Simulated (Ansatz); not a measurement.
This geometry of a periodic cell of 17 atoms, Si₁₆Ge (host Si, host structure diamond, interstitial Ge) is a first-order saddle point.

These are results of DFT LDA, scalar-relativistic, plane waves, PAW (Ansatz), not measurements. Settings: PAW set soft_1, cutoff 420 eV, k mesh 2x2x2, fermi-dirac smearing 0.05 eV, no spin polarisation.

```xyz
17
Lattice="0.0000 5.4300 5.4300 5.4300 0.0000 5.4300 5.4300 5.4300 0.0000" Properties=species:S:1:pos:R:3
Si -0.232 -0.230 0.232
Si 1.242 1.244 1.226
Si 2.637 2.638 -0.025
Si 3.828 3.828 1.601
Si 2.820 -0.115 2.612
Si 4.205 1.245 4.188
Si 5.456 2.639 2.792
Si 6.861 4.056 4.000
Si -0.117 2.820 2.613
Si 1.244 4.206 4.188
Si 2.639 5.455 2.792
Si 4.055 6.861 4.000
Si 2.818 2.820 5.548
Si 4.282 4.283 6.578
Si 5.648 5.648 5.211
Si 6.859 6.859 6.805
Ge 7.499 7.500 3.361
```

(1) Which two structures does it join? (They come from a converged band through this point; their orientation in space is the band's.)

(2) How far does it lie above each of them?

Results:

(1) Contacts lost: Si15–Ge17. Contacts made: Si4–Ge17. The atom that moves furthest is Ge17, by 2.35 Å; four of its nearest neighbours are Si15 2.42, Si13 2.42, Si9 2.42, Si5 2.42 Å at the first end and Si2 2.42, Si6 2.42, Si10 2.42, Si4 2.42 Å at the last.

Initial state:

```xyz
17
Lattice="0.0000 5.4300 5.4300 5.4300 0.0000 5.4300 5.4300 5.4300 0.0000" Properties=species:S:1:pos:R:3
Si -0.007 -0.006 0.008
Si 1.357 1.358 1.312
Si 2.721 2.722 0.008
Si 4.072 4.073 1.358
Si 2.750 -0.035 2.680
Si 4.119 1.358 4.074
Si 5.422 2.723 2.709
Si 6.786 4.026 4.074
Si -0.038 2.753 2.677
Si 1.357 4.121 4.074
Si 2.722 5.423 2.709
Si 4.024 6.788 4.074
Si 2.755 2.755 5.470
Si 4.070 4.075 6.793
Si 5.390 5.390 5.470
Si 6.787 6.788 6.837
Ge 6.784 6.790 4.081
```

Final state:

```xyz
17
Lattice="0.0000 5.4300 5.4300 5.4300 0.0000 5.4300 5.4300 5.4300 0.0000" Properties=species:S:1:pos:R:3
Si -0.004 -0.005 0.003
Si 1.317 1.317 1.318
Si 2.714 2.714 -0.046
Si 4.107 4.107 1.323
Si 2.714 -0.049 2.716
Si 4.112 1.318 4.112
Si 5.476 2.714 2.716
Si 6.780 4.078 4.080
Si -0.049 2.714 2.715
Si 1.318 4.111 4.112
Si 2.714 5.476 2.716
Si 4.078 6.779 4.080
Si 2.714 2.714 5.479
Si 4.079 4.079 6.780
Si 5.430 5.430 5.430
Si 6.780 6.780 6.782
Ge 8.139 8.138 2.719
```

(2) 0.36 eV above the first and 0.36 eV above the second. This is the barrier of this one path; another mechanism may lie lower. Limits of this set-up: coarse k mesh, PAW files made for another functional, a small cell, in which the defect meets its images.

Time of the run: 13 min on 1 thread of Arm Neoverse V1, on a shared host, peak memory 0.76 GiB.
